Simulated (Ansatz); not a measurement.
CH7BOSi (SMILES COB[SiH3]), singlet, geometry from GFN2-xTB, atoms displaced at random by about 0.03 Å a coordinate; HF/6-31G, gradient in Ansatz (an electronic-structure program).

Ansatz was given this input:
Ansatz 0.2 input:
```yaml
crystal:
  periodic: [false, false, false]
  atoms:
    - {symbol: B, position_ang: [-0.52603327, 0.59656755, -0.54859642]}
    - {symbol: H, position_ang: [-1.30125392, 1.33181319, -1.11008131]}
    - {symbol: O, position_ang: [-0.31174700, -0.44732138, -1.33078735]}
    - {symbol: C, position_ang: [0.53484125, -1.57465716, -1.05604035]}
    - {symbol: H, position_ang: [0.91320183, -1.46725498, -0.01010047]}
    - {symbol: H, position_ang: [-0.08309033, -2.43494337, -1.16787885]}
    - {symbol: H, position_ang: [1.33537362, -1.58126559, -1.75773782]}
    - {symbol: Si, position_ang: [-0.01611651, 0.72655308, 1.37996040]}
    - {symbol: H, position_ang: [-0.45397365, 2.06280832, 1.95155847]}
    - {symbol: H, position_ang: [1.49715504, 0.87560872, 1.44642641]}
    - {symbol: H, position_ang: [-0.31288947, -0.32492749, 2.17860287]}
basis:
  gaussian:
    orbitals: 6-31G
hamiltonian:
  xc: hf
output: {forces: true}
```

It wrote (shortened):

```
Functional definition: HF
692 factors; integrals over basis functions are off by at most 2.1e-4 eV
mean field evaluation 1: about -11706.9202 eV, gradient 2.5e1 eV
mean field evaluation 2: about -11706.9251 eV, gradient 2.5e1 eV
mean field evaluation 4: about -11708.6751 eV, gradient 3.1e0 eV
mean field evaluation 8: about -11708.7069 eV, gradient 4.2e-4 eV
mean field -11708.70692735 eV, -430.2870431337 hartree, gradient 2.3e-5 eV, S^2 0.000000; 0 other end points of the search recorded, 0 dependent functions left out
the calculation of the forces begins
reference -11708.70692735 eV, -430.2870431337 hartree; 20, 20 occupied and 34, 34 virtual orbitals, 692 factors
Total energy: -11708.70692735 eV, -430.2870431337 hartree
Atom 0 at    -0.526033     0.596568    -0.548596 Å, force    -2.279756     1.070211    -0.481021 eV/Å
Atom 1 at    -1.301254     1.331813    -1.110081 Å, force     0.506216     0.409435     0.602075 eV/Å
Atom 2 at    -0.311747    -0.447321    -1.330787 Å, force     1.191813    -1.480332    -0.989961 eV/Å
Atom 3 at     0.534841    -1.574657    -1.056040 Å, force    -0.266376     0.763994     1.423586 eV/Å
Atom 4 at     0.913202    -1.467255    -0.010100 Å, force    -0.160790    -0.590168    -1.195366 eV/Å
Atom 5 at    -0.083090    -2.434943    -1.167879 Å, force     0.005252    -0.593691     0.081944 eV/Å
Atom 6 at     1.335374    -1.581266    -1.757738 Å, force     0.413730    -0.047937    -0.257791 eV/Å
Atom 7 at    -0.016117     0.726553     1.379960 Å, force     2.009833     3.818874    -1.212584 eV/Å
Atom 8 at    -0.453974     2.062808     1.951558 Å, force    -0.227810    -0.500923    -0.012248 eV/Å
Atom 9 at     1.497155     0.875609     1.446426 Å, force    -0.160420    -0.178822     0.010032 eV/Å
Atom 10 at    -0.312889    -0.324927     2.178603 Å, force    -1.031693    -2.670641     2.031333 eV/Å
Dipole moment:     0.182373    -0.407680     0.058560 e Å
```
